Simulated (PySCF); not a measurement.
Atoms are numbered as in `[CH2:1]=[C:2]([CH3:3])[SiH2:4][O:5][c:6]1[cH:7][cH:8][cH:9][cH:10][cH:11]1`. Hydrogens are named by the atom that carries them. Ha(C1) is cis to C3; Hb(C1) is trans to C3.

Computed data (PySCF 2.14): shieldings: GIAO HF/pcSseg-1, structure optimised with PBE0-D3(BJ)/def2-SVP. Relativity neglected, gas phase, fast rotation and ring inversion assumed for equivalent nuclei, a single conformation.

References, each an isolated molecule treated in the same way: ¹³C (σ = 190.85 ppm), ¹H (σ = 31.69 ppm), ²⁹Si (σ = 393.43 ppm) vs TMS; ¹⁷O (σ = 333.31 ppm) against H2O.

```csv
atoms,nucleus,count,δ (ppm)
C7/C11,¹³C,2,122.5
H(C8)/H(C10),¹H,2,?
C1,¹³C,1,141.0
C6,¹³C,1,?
H(C9),¹H,1,?
Ha(C1),¹H,1,6.25
C3,¹³C,1,19.9
Si4,²⁹Si,1,?
H(C3),¹H,3,1.92
C8/C10,¹³C,2,139.7
C2,¹³C,1,?
H(Si4),¹H,2,4.69
C9,¹³C,1,126.3
Hb(C1),¹H,1,6.54
O5,¹⁷O,1,67.4
H(C7)/H(C11),¹H,2,7.10
```

Task: Complete the table.

Result: 
- C6: 164.1 ppm, aromatic carbon bearing oxygen; σ withdrawal by the attached heteroatom moves it downfield of the ring CH carbons
- C2: 142.3 ppm, fully substituted alkene carbon; an sp2 carbon of a C=C bond
- H(C8)/H(C10): 7.57 ppm, hydrogen on an aromatic CH; it sits in the deshielding region of the aromatic ring current
- H(C9): 7.08 ppm, hydrogen on an aromatic CH; the ring current deshields protons in the ring plane
- Si4: -32.6 ppm, silicon bonded to C, O, 2 H

Shifts are as computed. Against solution values, carbons near 30 ppm lie about -0 ppm off and those near 130 ppm about +7 ppm. Of 1313 compounds with measured shifts, 239 miss one by over three times the rms of a fit or turn the order of signals round; such compounds aren't used in these exercises. Experimental scales use liquid or dissolved standards, which lie at an offset from isolated H2O (liquid H2O: subtract about 36 ppm).
